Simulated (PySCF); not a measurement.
Stepwise substitution at one centre (Ge Cl-H). All species are isolated molecules in the gas phase. Strings in code marks are SMILES.

The dipole moment from two functionals at the same geometries (CAM-B3LYP-D3(BJ)/def2-TZVP), both in PySCF: PBE-D3(BJ)/def2-TZVP and TPSSh-D3(BJ)/def2-TZVP. 

```
species                                            PBE-D3(BJ)/def2-TZVP (D)
-------------------------------------------------  ------------------------
0 of 4 Cl replaced by H                                                0.00
1 of 4 Cl replaced by H (`[GeH]([Cl])([Cl])[Cl]`)                      1.36
2 of 4 Cl replaced by H                                                1.84
3 of 4 Cl replaced by H (`[GeH3][Cl]`)                                 1.87
4 of 4 Cl replaced by H (`[GeH4]`)                                     0.00
```

### Question
What does TPSSh-D3(BJ)/def2-TZVP give for each?

### Answer

- 0 of 4 Cl replaced by H: 0.00
- 1 of 4 Cl replaced by H (`[GeH]([Cl])([Cl])[Cl]`): 1.41
- 2 of 4 Cl replaced by H: 1.92
- 3 of 4 Cl replaced by H (`[GeH3][Cl]`): 1.95
- 4 of 4 Cl replaced by H (`[GeH4]`): 0.00
Over these rows, drawn at random from the members with no instability flagged (it was tested for open shells, ions and some series alone), PBE minus TPSSh-D3(BJ): mean -0.04 D, from -0.07 D to 0.00 D.
